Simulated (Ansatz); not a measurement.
Cartesian coordinates (Å):
```xyz
3

Cd     0.0000     0.0000     0.0000
F     -1.7824     0.3927     0.6312
F      1.7824    -0.3927    -0.6312
```
Charge 0, spin multiplicity 1.

All values below come from frozen-core CCSD(T)/def2-TZVPP // PBE-D3(BJ)/def2-SVP (Ansatz, a program for electronic structure).

```yaml
HF energy: -365.85814 Ha
MP2 correlation energy: -1.21141 Ha
```

Estimate the CCSD correlation energy, the (T) correction, the total energy and the T1 diagnostic.


```json
{
 "CCSD correlation energy": "-1.17897 Ha",
 "(T) correction": "-0.03333 Ha",
 "CCSD(T) total energy": "-367.07045 Ha",
 "T1 diagnostic": "0.018"
}
```
